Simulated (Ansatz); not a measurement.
`FC(F)C(F)(F)F` + `C=C(F)CF` → `FC/C(F)=C\C(F)(F)F` + `FCF` at 700 K and 1 bar (formal exchange of groups at a C–C bond).

Gas-phase electronic energies from Ansatz, PBE0-D4/def2-TZVP geometries. CCSD(T)/CBS adds triple-zeta CCSD(T) − MP2 to the extrapolated MP2 energy (def2 sets, frozen cores). This one scheme is used for every species. Each species was taken in one conformer, which may not be the lowest.

```json
{"species": "`FC(F)C(F)(F)F`", "CCSD(T)/CBS energy (Eh)": "-575.65828", "H − E (kJ/mol)": "167.4", "S (J/(mol·K))": "434.6"}
{"species": "`C=C(F)CF`", "CCSD(T)/CBS energy (Eh)": "-316.10894", "H − E (kJ/mol)": "232.5", "S (J/(mol·K))": "394.9"}
{"species": "`FC/C(F)=C\\C(F)(F)F`", "CCSD(T)/CBS energy (Eh)": "-652.93983", "H − E (kJ/mol)": "281.3", "S (J/(mol·K))": "536.7"}
{"species": "`FCF`", "CCSD(T)/CBS energy (Eh)": "-238.82660", "H − E (kJ/mol)": "120.2", "S (J/(mol·K))": "293.9"}
```

H − E and S are ideal-gas, rigid-rotor, harmonic terms from PBE0-D4/def2-TZVP, for one conformer and one mirror image of each species. 1 Eh = 2625.50 kJ/mol, R = 8.31446 J/(mol·K).

Q: By hand: ΔE, ΔH, ΔS and ΔG.

A: ΔE = (-652.93983) + (-238.82660) − (-575.65828) − (-316.10894) = 0.00079 Eh = 2.1 kJ/mol. Δ(H − E) = 281.3 + 120.2 − 167.4 − 232.5 = 1.6, so ΔH = 3.7 kJ/mol. ΔS = 536.7 + 293.9 − 434.6 − 394.9 = 1.1 J/(mol·K). ΔG = 3.7 − 700 × (1.1)/1000 = 2.9 kJ/mol.

Q: By hand: the equilibrium constant, and the temperature at which ΔG would vanish if ΔH and ΔS stayed fixed.

A: log₁₀ K = −ΔG/(RT ln 10) = -0.2. ΔG = 0 at ΔH/ΔS = 3364 K, far beyond where these terms or the molecules hold.

The number of gas molecules stays the same, so ΔS is small and ΔH decides. The sign of ΔG lies within the doubt. A doubt of 5 kJ/mol in ΔE shifts log₁₀ K by 0.4 here. Other conformers and mirror images would add mixing entropy, several J/(mol·K) or more a flexible species. Modes under 60 cm⁻¹, often nearly free rotors, make the harmonic entropy too high. These are equilibria of isolated gas molecules and say nothing of rates. Largest T1 diagnostic: 0.012 (customary marks: 0.02 for closed shells, 0.045 for open ones).
